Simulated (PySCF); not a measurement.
Isomers of C4H9N3OSi2, mass 171.028 u with the commonest isotopes. Method used: PBE0/pcSseg-1 in PySCF (dipole) on a GFN2-xTB geometry, gas phase. One conformer each, none proved a minimum here; rigid rotors.

Problem. Order these by rotational constant B, smallest first.
A. `[CH3:1][c:2]1[n:3][cH:4][n:5][n:6][c:7]1[O:8][SiH2:9][SiH3:10]` with N6–C7–O8–Si9 -1°, C7–O8–Si9–Si10 -49°
B. `[CH3:1][SiH2:2][c:3]1[n:4][cH:5][n:6][n:7][c:8]1[O:9][SiH3:10]` with C1–Si2–C3–N4 0°, N7–C8–O9–Si10 0°
C. `[CH3:1][c:2]1[n:3][cH:4][n:5][n:6][c:7]1[SiH2:8][O:9][SiH3:10]` with N6–C7–Si8–O9 -1°, C7–Si8–O9–Si10 -1°

Solution. C (688.8 MHz), A (707.7 MHz), B (755.1 MHz).

Problem. Order these by rotational constant A, largest first.
A. `[CH3:1][SiH2:2][c:3]1[n:4][cH:5][n:6][n:7][c:8]1[O:9][SiH3:10]` with C1–Si2–C3–N4 0°, N7–C8–O9–Si10 0°
B. `[CH3:1][c:2]1[n:3][cH:4][n:5][n:6][c:7]1[O:8][SiH2:9][SiH3:10]` with N6–C7–O8–Si9 -1°, C7–O8–Si9–Si10 -49°
C. `[CH3:1][c:2]1[n:3][cH:4][n:5][n:6][c:7]1[SiH2:8][O:9][SiH3:10]` with N6–C7–Si8–O9 -1°, C7–Si8–O9–Si10 -1°

Solution. C (1750 MHz), B (1702 MHz), A (1385 MHz).

| SMILES | point group | Ia (u·Å²) | Ib (u·Å²) | Ic (u·Å²) | κ | μa (D) | μb (D) | μc (D) |
| --- | --- | --- | --- | --- | --- | --- | --- | --- |
| Cc1ncnnc1O[SiH2][SiH3] | C1 | 296.93 | 714.07 | 922.09 | -0.72 | 0.24 | 2.08 | 0.40 |
| C[SiH2]c1ncnnc1O[SiH3] | Cs | 364.86 | 669.33 | 1019.36 | -0.42 | 0.81 | 1.86 | 0.00 |
| Cc1ncnnc1[SiH2]O[SiH3] | near Cs | 288.74 | 733.72 | 1007.10 | -0.70 | 1.65 | 2.14 | 0.06 |
